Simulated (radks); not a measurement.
The numbers below are computed, except where a source is named.
Problem. All-electron atom: the technetium ion Tc4+ in [Kr] 4d3 (the NIST ground configuration). Level of theory: Dirac Kohn-Sham, PBE, spin-unpolarised, spherical densities, finite nucleus; open shells fill j = l - 1/2 first; Fermi nuclear charge, rms radius 4.4112 fm (a radial shooting solver on a logarithmic mesh with Libxc functionals). Some entries of the table are withheld. Estimate them.

orbital  occ.  eigenvalue (hartree)  <r^2> (bohr^2)  <1/r> (bohr^-1)
1s1/2       2                   (1)        0.001586            44.71
2s1/2       2             -111.0868         0.02632            10.20
2p1/2       2             -102.5715         0.01983              (2)
2p3/2       4             -98.22593         0.02119              (3)
3s1/2       2             -20.78336          0.1974            3.508
3p1/2       2             -17.51130          0.1947            3.409
3p3/2       4             -16.78403          0.2047            3.286
3d3/2       4             -10.99827          0.1889            3.103
3d5/2       6             -10.85838          0.1921            3.071
4s1/2       2              -4.37386             (4)            1.314
4p1/2       2              -3.40068           1.439            1.203
4p3/2       4              -3.28669           1.507            1.169
4d3/2       3              -1.81063           2.397              (5)
4d5/2       0              -1.79640           2.431              (6)

Solution. 
(1) 1s1/2 eigenvalue (hartree): -768.2430
(2) 2p1/2 <1/r> (bohr^-1): 10.18
(3) 2p3/2 <1/r> (bohr^-1): 9.668
(4) 4s1/2 <r^2> (bohr^2): 1.231
(5) 4d3/2 <1/r> (bohr^-1): 0.9153
(6) 4d5/2 <1/r> (bohr^-1): 0.9079
